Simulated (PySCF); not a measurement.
CH4AlFOS, SMILES C[S][Al]([OH])[F].

Geometry: PBE-D3(BJ)/def2-SVP. One conformer was computed; it need not be the lowest.

Two levels are set side by side: PBE/def2-TZVP (PySCF) and CAM-B3LYP/def2-TZVP (PySCF). Same geometry, gas phase. Differences are taken from unrounded values.

| quantity | CAM-B3LYP |
|---|---|
| orbital gap (eV) | 8.69 |
| highest occupied level (eV) | -8.60 |
| lowest empty level (eV) | 0.10 |
| dipole moment (D) | 2.26 |
| mean polarisability (bohr³) | 56.3 |

What does PBE give, and how far is it from CAM-B3LYP? (The exact figures need the calculation; the answer reports its results.)


```csv
quantity,PBE,PBE minus CAM-B3LYP
orbital gap (eV),4.46,-4.23
highest occupied level (eV),-6.09,2.51
lowest empty level (eV),-1.63,-1.72
dipole moment (D),2.24,-0.02
mean polarisability (bohr³),59.9,3.6
```

PBE's occupied levels lie high since its potential decays too fast outside the molecule; exact exchange lowers them and widens the gap. PBE's more diffuse valence density responds more strongly to a field. Differences between two approximate levels are no errors against the true value.

Rough cost on one machine, each run with all the roots and properties that it gave: CAM-B3LYP against PBE within a factor of 2.
